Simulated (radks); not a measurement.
The numbers below are computed, except where a source is named.
The mean radii <r> (bohr) of the occupied orbitals of an atom or ion are listed with their occupations. Code: a radial shooting solver on a logarithmic mesh with Libxc functionals. Model: scalar-relativistic Kohn-Sham, Slater X-alpha with alpha = 0.557, spin-unpolarised, spherical densities, finite nucleus; Fermi nuclear charge, rms radius of each element as measured or else 0.836 A^(1/3) + 0.57 fm.

| orbital | occ. | <r> |
|---|---|---|
| 1s | 2 | 0.06379 |
| 2s | 2 | 0.2951 |
| 2p | 6 | 0.2616 |
| 3s | 2 | 0.9098 |
| 3p | 6 | 0.9770 |
| 3d | 5 | 1.513 |

Name the element and its charge.

Answer. Z = 24, chromium, charge +1: Cr+ in [Ar] 3d5. The 1s radius gives Z: for a bare nucleus <r> = (2 gamma + 1)/(2Z) with gamma = sqrt(1 - (Z/c)^2), 0.06186 bohr for Z = 24, and screening makes it slightly larger (0.06379 here). The occupations add up to 23, and the charge is Z minus that.
